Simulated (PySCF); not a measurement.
Species: C3H8OSi2.
Geometry (PBE0-D3(BJ)/def2-SVP, Å), atoms numbered from 1 in this order:
```
atom  x, y, z in Å
C1    -2.3838   -0.3927    0.7758
O2    -2.0418    0.7147   -0.0134
Si3   -0.7323    0.7700   -1.0280
C4     0.8075    0.3624   -0.1036
C5     1.8217    0.0701    0.5186
Si6    3.3455   -0.3554    1.4507
H7    -1.5536   -0.6992    1.4375
H8    -3.2436   -0.1217    1.4064
H9    -2.6721   -1.2640    0.1594
H10   -0.6575    2.1563   -1.5514
H11   -0.8573   -0.2225   -2.1374
H12    3.0534   -0.3225    2.9129
H13    3.7996   -1.7224    1.0637
H14    4.4132    0.6352    1.1301
```

Level: PBE0/pcSseg-1 and CAM-B3LYP/def2-SVPD in PySCF, non-relativistic, on one gas-phase PBE0-D3(BJ)/def2-SVP geometry that isn't relaxed in the solvent. The solvent is an IEF-PCM continuum (cavity from Bondi-type radii × 1.2). Specific hydrogen bonds and non-electrostatic terms are outside this model.

Gas phase at PBE0/pcSseg-1: HOMO -8.13 eV, LUMO -0.92 eV, dipole 1.30 D.

**Question.** What does the continuum do to the energy, the frontier levels and the dipole at PBE0/pcSseg-1 in acetone and methanol?

**Answer.** 
| solvent | ε | E(solvent) − E(gas) (kJ/mol) | polarisation term (kJ/mol) | distortion of the solute (kJ/mol) | HOMO (eV) | LUMO (eV) | dipole (D) |
| --- | --- | --- | --- | --- | --- | --- | --- |
| acetone | 20.49 | -10.91 | -12.09 | 1.18 | -8.19 | -0.95 | 1.66 |
| methanol | 32.61 | -11.26 | -12.52 | 1.26 | -8.19 | -0.95 | 1.67 |

Polarisation term: ½ Σ q·V over the induced surface charges. Distortion: the rise of the solute's own energy as its density leaves the gas-phase optimum. From acetone to methanol the lowering changes by a factor 1.03, Onsager's factor (ε − 1)/(2ε + 1) by 1.03 and ε itself by 1.6.

**Question.** Which radius a makes the point-dipole formula ΔE = −[(ε − 1)/(2ε + 1)]·μ²/a³ give the value in methanol, with the gas-phase dipole?

**Answer.** μ = 0.513 au and |ΔE| = 0.00429 Eh give a = 1.63 Å; the farthest nucleus lies 4.30 Å from the centroid of the nuclei, so such a sphere wouldn't even hold the nuclei. The formula assumes a rigid point dipole at the centre of a sphere.

**Question.** Give the dipole vector in the frame of the coordinates (D, pointing from negative to positive charge), gas and methanol.

**Answer.** Gas (0.30, -1.16, 0.52), solvent (0.45, -1.48, 0.62). Its length changes by +28 % and its direction by 3°.

Gas phase at CAM-B3LYP/def2-SVPD: HOMO -9.46 eV, LUMO 0.14 eV, dipole 1.18 D.

**Question.** What does the continuum do to the energy, the frontier levels and the dipole at CAM-B3LYP/def2-SVPD in acetone and methanol?

**Answer.** 
```tsv
solvent	ε	E(solvent) − E(gas) (kJ/mol)	polarisation term (kJ/mol)	distortion of the solute (kJ/mol)	HOMO (eV)	LUMO (eV)	dipole (D)
acetone	20.49	-9.73	-10.98	1.25	-9.50	0.14	1.58
methanol	32.61	-10.05	-11.39	1.34	-9.51	0.13	1.60
```

**Question.** How does the static polarisability (CAM-B3LYP/def2-SVPD, frozen core, with the continuum's full static response) change?

**Answer.** 
```tsv
medium	isotropic (au)	principal values (au)	⟨r²⟩ of the electrons (bohr²)
gas	94.5	74.8, 83.4, 125.1	1551.6
acetone	121.3	101.3, 107.7, 155.1	1550.4
methanol	122.4	102.4, 108.6, 156.0	1550.4
```

The isotropic value in methanol is 1.30 times the gas-phase one; no cavity-field correction is applied. ⟨r²⟩ is taken about the centre of nuclear charge.
